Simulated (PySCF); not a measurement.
The numbers are results of B3LYP-D3(BJ)/def2-TZVP run with PySCF, not measurements. Gas-phase values, no solvent. One relaxed conformer stands for a flexible species; it need not be the lowest. B3LYP has the VWN-RPA correlation part, as in Gaussian. Delta-SCF ions had no search for a lower state. Excitations are Tamm–Dancoff values on a coarser integration grid. The basis has no diffuse functions, so Rydberg states are missing or too high.

Reference species (SMILES): `[SiH](/O)=C\C` (C–Si–O–H torsion 0°) (neutral, multiplicity 1).

```json
{
  "T1 excitation (TDA)": "3.04 eV",
  "vertical ionisation energy (Delta-SCF)": "7.81 eV",
  "brightest of the four lowest singlets (TDA)": "5.41 eV"
}
```

After one change: the T1 excitation (TDA) rises by 1.61 eV; the vertical ionisation energy (Delta-SCF) increases by 1.75 eV; the brightest of the four lowest singlets (TDA) increases by 0.38 eV.

Which change was made? The new species is one of these.
(A) `C=C[SiH2]O` (C–C–Si–O torsion -7°, C–Si–O–H torsion -69°)
(B) `C[Si@@H]1CO1`
(C) `C[C@@H]1O[SiH2]1`
(D) `O[C@@H]1C[SiH2]1` (H–O–C–Si torsion 142°)

C, `C[C@@H]1O[SiH2]1`
